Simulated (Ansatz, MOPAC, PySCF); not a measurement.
Stepwise substitution at one centre (Sn OH-H). All species are isolated molecules in the gas phase. One relaxed conformer stands for each flexible species; it need not be the lowest. Strings in code marks are SMILES.

Quantity: vertical ionisation energy (energy after one electron is removed minus that of the parent at the parent's geometry), in eV.

Level 1: frozen-core CCSD(T)/def2-TZVPP // PBE-D3(BJ)/def2-TZVP (Ansatz, a first-principles code)
Level 2: B3LYP/6-31G* (LANL2DZ on Sn) // PBE-D3(BJ)/def2-TZVP (PySCF)
Level 3: minus the HOMO energy of AM1 // PBE-D3(BJ)/def2-TZVP (MOPAC)
Level 4: minus the HOMO energy of HF/6-31G* (LANL2DZ on Sn) // PBE-D3(BJ)/def2-TZVP (PySCF)

| species | level 1 | level 2 | level 3 | level 4 |
|---|---|---|---|---|
| `[OH][SnH3]` | 10.74 | 10.40 | 9.91 | 11.93 |
| `[SnH4]` | 11.68 | 11.75 | 10.66 | 12.28 |
| `[OH][SnH2][OH]` (H–O–Sn–O torsion 55°, O–Sn–O–H torsion -102°) | 11.00 | 10.37 | 10.14 | 12.35 |
